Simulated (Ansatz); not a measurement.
Isolated molecules relaxed with PBE0-D4/def2-TZVP in Ansatz; ΔE leaves out vibrations. CBS: MP2 limit from def2 TZ/QZ plus the TZ coupled-cluster correction, frozen cores. This one scheme is used for every species. DFT in def2-TZVPP. B3LYP here is the variant with VWN-RPA as its local correlation; programs differ in this. HSE06 is defined as in plane-wave codes. For Se outer-core shells are correlated without core-valence functions, which leaves a few kJ/mol of doubt a bond. Scalar relativity is left out up to krypton. Each species was taken in one conformer, which may not be the lowest.

Consider the formal exchange of groups at the Se–Al bond: `[F][Al]([F])[SeH]` + `N[SiH2][SiH3]` → `N[SiH]([SiH3])[SeH]` + `[F][AlH][F]`.

**Question.** Is it downhill or uphill in electronic energy at CCSD(T)/CBS, and by how much? (An estimate is asked.)

**Answer.** The calculation gave: Uphill: ΔE = +42.0 kJ/mol.

**Question.** What do these levels give: B97M-V, r2SCANh-D4, ωB97X-V, r2SCAN, B3LYP, HSE06? (An estimate is asked.)

**Answer.** Ansatz gave: B97M-V 35.9, r2SCANh-D4 44.5, ωB97X-V 41.6, r2SCAN 45.5, B3LYP 46.0, HSE06 44.1 kJ/mol.

Largest T1 diagnostic among the species: 0.013.

At CCSD(T), def2-SVP lies +9.1 kJ/mol from the extrapolated value and def2-TZVPP +2.4 kJ/mol. In def2-TZVPP, CCSD(T) changes the Hartree–Fock value by −7.1 kJ/mol (the triples alone add −1.6 kJ/mol) and MP2 by −10.3 kJ/mol. Leaving LDA and LC-ωPBE aside and taking each functional with its dispersion term where it has one, the values, not all of them listed here, spread over 8.7 kJ/mol, from B97M-V to r2SCAN0-D4. LDA lies −4.1 kJ/mol from PBE without D4.
